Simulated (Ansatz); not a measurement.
```yaml
crystal:
  periodic: [false, false, false]
  atoms:
    - {symbol: Ag, position_ang: [-2.385870, -2.181194, -0.478474]}
    - {symbol: Ag, position_ang: [0.073638, -2.029731, -1.932045]}
    - {symbol: Ag, position_ang: [-1.191800, -4.649732, -1.073680]}
    - {symbol: Ag, position_ang: [0.300951, -3.043725, 0.682162]}
    - {symbol: Ag, position_ang: [-0.783684, 1.138498, 2.172245]}
    - {symbol: Ag, position_ang: [-1.535669, -1.463409, 2.035368]}
    - {symbol: Ag, position_ang: [-0.225651, -0.232130, -0.088355]}
    - {symbol: Sn, position_ang: [-2.209774, -4.154294, 1.493253]}
basis:
  gaussian: {orbitals: cc-pVTZ-PP}
total_charge: -1
magnetization: {spin_polarized: true, initial_magnetization: 2}
hamiltonian: {xc: {name: PBE}, dispersion: d4}
scf: {omitted_lower_state_checks: [starts]}
```

```sh
$ ansatz run in.yaml --threads 4 --pin off --events-out ev --progress --plain --max-ram 4787MiB
```

Question: Does this run fit into the memory that it is given?

Answer: No. It has 480 basis functions, and the program plans for 5 GiB where 5 GiB are given.
